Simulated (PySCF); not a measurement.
Job file and geometry (Å, from GFN2-xTB) of a spin–spin coupling run on `BN(B)B(C)C`, C2H10B3N, PySCF, B3LYP/pcJ-1 indirect spin-spin coupling, non-relativistic, gas phase; density fitting, a coarse starting grid and PySCF grid level 2 are the driver's defaults:

```
$ OMP_NUM_THREADS=1 python probes_run.py task.json out

{"job": {"kind": "j", "xc": "B3LYP", "basis": "pcJ-1"}, "charge": 0, "multiplicity": 1}
B      1.475043    -1.409796     0.230441
N      0.949024    -0.126476    -0.078994
B      1.790911     0.945147    -0.477534
B     -0.494986     0.075829     0.023043
C     -1.484253    -0.837790    -0.803386
C     -1.060248     1.198782     0.980982
H      0.751131    -2.276012     0.547653
H      2.630980    -1.585343     0.196622
H      2.944318     0.773171    -0.570780
H      1.323878     1.987848    -0.741470
H     -1.007359    -1.704665    -1.253635
H     -2.321046    -1.183274    -0.199000
H     -1.921821    -0.252982    -1.613217
H     -2.087556     1.480294     0.762389
H     -1.045944     0.825672     2.006187
H     -0.449673     2.098538     0.979288
```

Question: What does the program print?

Answer: 
```
coarse grid: 12696 points
cycle   1  E = -211.5245614818  dE =  2.557e-01  |g| = 5.729e-01  |ddm| = 3.038e+00
cycle   2  E = -211.4811998314  dE =  4.336e-02  |g| = 7.174e-01  |ddm| = 9.141e-01
cycle   3  E = -211.6027795525  dE = -1.216e-01  |g| = 1.071e-01  |ddm| = 5.531e-01
cycle   4  E = -211.6048794057  dE = -2.100e-03  |g| = 4.495e-02  |ddm| = 8.892e-02
cycle   5  E = -211.6052978608  dE = -4.185e-04  |g| = 6.585e-03  |ddm| = 2.990e-02
cycle   6  E = -211.6053099182  dE = -1.206e-05  |g| = 1.635e-03  |ddm| = 7.903e-03
cycle   7  E = -211.6053105936  dE = -6.753e-07  |g| = 2.561e-04  |ddm| = 1.631e-03
final grid: 120752 points
cycle   8  E = -211.6448352105  dE = -1.087e-04  |g| = 8.058e-03  |ddm| = 2.741e-02
cycle   9  E = -211.6448237816  dE =  1.143e-05  |g| = 1.081e-02  |ddm| = 1.141e-02
cycle  10  E = -211.6448488376  dE = -2.506e-05  |g| = 1.403e-03  |ddm| = 6.957e-03
cycle  11  E = -211.6448491988  dE = -3.613e-07  |g| = 5.495e-04  |ddm| = 1.150e-03
cycle  12  E = -211.6448492628  dE = -6.400e-08  |g| = 6.982e-05  |ddm| = 3.525e-04
cycle  13  E = -211.6448492642  dE = -1.366e-09  |g| = 1.477e-05  |ddm| = 7.696e-05
cycle  14  E = -211.6448492642  dE = -5.122e-11  |g| = 3.266e-06  |ddm| = 1.596e-05
converged SCF energy = -211.6448492642

Indirect spin-spin couplings (Hz)
  i      j    bonds     total        FC       PSO       DSO        SD
  0 B    1 N    1    -19.345   -22.064     2.926    -0.084    -0.123
  0 B    2 B    2      0.035    -0.102     0.117    -0.131     0.151
  0 B    3 B    2      0.651     0.725     0.083    -0.056    -0.101
  0 B    4 C    3      1.994     2.020    -0.008    -0.005    -0.013
  0 B    5 C    3      0.644     0.629     0.107    -0.066    -0.026
  0 B    6 H    1    132.564   132.834    -1.405     0.634     0.502
  0 B    7 H    1    145.690   145.971    -1.430     0.608     0.541
  0 B    8 H    3      7.957     8.094    -0.082    -0.053    -0.003
  0 B    9 H    3      7.956     8.063     0.516    -0.591    -0.031
  0 B   10 H    4      0.292     0.350    -0.274     0.251    -0.034
  0 B   11 H    4     -0.156    -0.094     0.165    -0.213    -0.014
  0 B   12 H    4      1.945     1.995     0.316    -0.357    -0.009
  0 B   13 H    4     -0.199    -0.153     0.362    -0.403    -0.005
  0 B   14 H    4      0.527     0.551     0.063    -0.098     0.012
  1 N    2 B    1    -19.790   -22.503     2.921    -0.084    -0.125
  1 N    3 B    1    -17.500   -19.286     2.023    -0.113    -0.124
  1 N    4 C    2     -2.056    -2.306     0.233    -0.005     0.022
  1 N    5 C    2     -1.934    -2.168     0.213    -0.006     0.027
  1 N    6 H    2     -3.079    -3.593     0.462     0.060    -0.008
  1 N    7 H    2     -2.507    -3.058     0.493     0.069    -0.011
  1 N    8 H    2     -2.540    -3.091     0.493     0.069    -0.012
  1 N    9 H    2     -3.117    -3.628     0.460     0.060    -0.009
  1 N   10 H    3     -1.397    -1.502     0.115    -0.047     0.037
  1 N   11 H    3     -1.899    -1.962    -0.041     0.113    -0.009
  1 N   12 H    3     -0.180    -0.212    -0.032     0.069    -0.005
  1 N   13 H    3     -3.200    -3.248    -0.072     0.134    -0.015
  1 N   14 H    3      0.087     0.074    -0.008     0.017     0.003
  1 N   15 H    3     -0.722    -0.833     0.117    -0.029     0.023
  2 B    3 B    2      0.824     0.900     0.085    -0.064    -0.097
  2 B    4 C    3      0.701     0.681     0.117    -0.067    -0.030
  2 B    5 C    3      1.875     1.913    -0.009    -0.008    -0.021
  2 B    6 H    3      8.091     8.198     0.517    -0.592    -0.032
  2 B    7 H    3      8.006     8.142    -0.080    -0.053    -0.003
  2 B    8 H    1    145.162   145.437    -1.421     0.606     0.540
  2 B    9 H    1    132.639   132.907    -1.397     0.630     0.500
  2 B   11 H    4     -0.430    -0.393     0.384    -0.425     0.004
  2 B   12 H    4      0.687     0.727     0.135    -0.175    -0.000
  2 B   13 H    4     -0.236    -0.173     0.287    -0.332    -0.018
  2 B   14 H    4      1.237     1.267     0.205    -0.241     0.006
  2 B   15 H    4      0.779     0.862    -0.294     0.257    -0.046
  3 B    4 C    1     56.266    57.760    -2.095     0.227     0.374
  3 B    5 C    1     56.186    57.661    -2.081     0.226     0.380
  3 B    6 H    3      3.928     3.913    -0.152     0.158     0.010
  3 B    7 H    3      5.433     5.456     0.462    -0.489     0.004
  3 B    8 H    3      5.495     5.514     0.465    -0.490     0.007
  3 B    9 H    3      3.822     3.810    -0.135     0.137     0.010
  3 B   10 H    2     -6.180    -5.825    -0.222    -0.190     0.057
  3 B   11 H    2     -4.208    -3.983    -0.188    -0.144     0.108
  3 B   12 H    2     -3.437    -3.566     0.003    -0.084     0.210
  3 B   13 H    2     -4.095    -3.614    -0.348    -0.181     0.048
  3 B   14 H    2     -4.027    -4.230     0.055    -0.075     0.223
  3 B   15 H    2     -5.343    -5.177    -0.106    -0.162     0.102
  4 C    5 C    2      8.910     9.131    -0.218    -0.003         -
  4 C    6 H    4      1.583     1.599    -0.156     0.141         -
  4 C    9 H    4     -0.246    -0.245     0.107    -0.108         -
  4 C   10 H    1    127.331   125.208     1.543     0.580         -
  4 C   11 H    1    123.527   121.249     1.715     0.563         -
  4 C   12 H    1    118.654   116.212     1.872     0.571         -
  4 C   13 H    3      2.321     2.350    -0.080     0.051         -
  4 C   14 H    3     -0.539    -0.501     0.142    -0.180         -
  4 C   15 H    3      4.235     4.266     0.290    -0.320         -
  5 C    6 H    4     -0.231    -0.231     0.105    -0.106         -
  5 C    9 H    4      1.556     1.579    -0.139     0.115         -
  5 C   10 H    3      6.468     6.505     0.320    -0.358         -
  5 C   11 H    3      0.813     0.860    -0.056     0.008         -
  5 C   12 H    3     -0.371    -0.316     0.022    -0.076         -
  5 C   13 H    1    127.708   125.529     1.624     0.555         -
  5 C   14 H    1    117.430   114.945     1.906     0.578         -
  5 C   15 H    1    124.223   122.005     1.635     0.583         -
  6 H    7 H    2     10.670    10.761     1.924    -2.015         -
  6 H    8 H    4      0.263     0.373     1.150    -1.261         -
  6 H    9 H    4      1.576     1.685     1.343    -1.452         -
  6 H   10 H    5      0.285     0.204    -1.372     1.454         -
  6 H   12 H    5      1.234     1.294     0.991    -1.051         -
  6 H   13 H    5     -0.181    -0.117     0.753    -0.817         -
  7 H    8 H    4      0.381     0.379    -0.981     0.984         -
  7 H    9 H    4      0.267     0.377     1.152    -1.262         -
  7 H   11 H    5      0.484     0.564     0.950    -1.030         -
  7 H   12 H    5      0.836     0.911     1.001    -1.077         -
  7 H   13 H    5     -0.158    -0.084     1.059    -1.134         -
  7 H   14 H    5      0.202     0.262     0.576    -0.636         -
  7 H   15 H    5      0.310     0.373     0.719    -0.781         -
  8 H    9 H    2     10.957    11.048     1.926    -2.017         -
  8 H   10 H    5      0.211     0.265     0.601    -0.656         -
  8 H   11 H    5     -0.385    -0.310     1.044    -1.119         -
  8 H   12 H    5      0.461     0.530     0.737    -0.805         -
  8 H   14 H    5      0.749     0.820     0.797    -0.868         -
  9 H   11 H    5     -0.196    -0.127     0.905    -0.973         -
  9 H   14 H    5      0.429     0.503     0.692    -0.766         -
  9 H   15 H    5      0.325     0.199    -1.696     1.822         -
 10 H   11 H    2    -11.960   -12.104     2.845    -2.701         -
 10 H   12 H    2    -15.971   -16.143     2.769    -2.598         -
 10 H   13 H    4      1.226     1.294     1.354    -1.422         -
 10 H   14 H    4      0.605     0.690     1.151    -1.237         -
 10 H   15 H    4      0.648     0.739     1.437    -1.527         -
 11 H   12 H    2    -20.223   -20.408     2.720    -2.536         -
 11 H   14 H    4      0.993     1.040    -0.025    -0.023         -
 11 H   15 H    4      2.103     2.184     1.353    -1.434         -
 12 H   13 H    4      0.249     0.272    -0.493     0.469         -
 12 H   14 H    4      3.998     4.093     1.261    -1.357         -
 12 H   15 H    4      0.878     0.956     0.773    -0.851         -
 13 H   14 H    2    -17.156   -17.324     2.779    -2.612         -
 13 H   15 H    2    -11.533   -11.677     2.873    -2.729         -
 14 H   15 H    2    -19.631   -19.823     2.672    -2.480         -
```

Size and cost of the density-fitted run: 262 basis functions, 54 s wall time on 1 thread of an Arm Neoverse V1, shared host; peak memory 1 GiB.
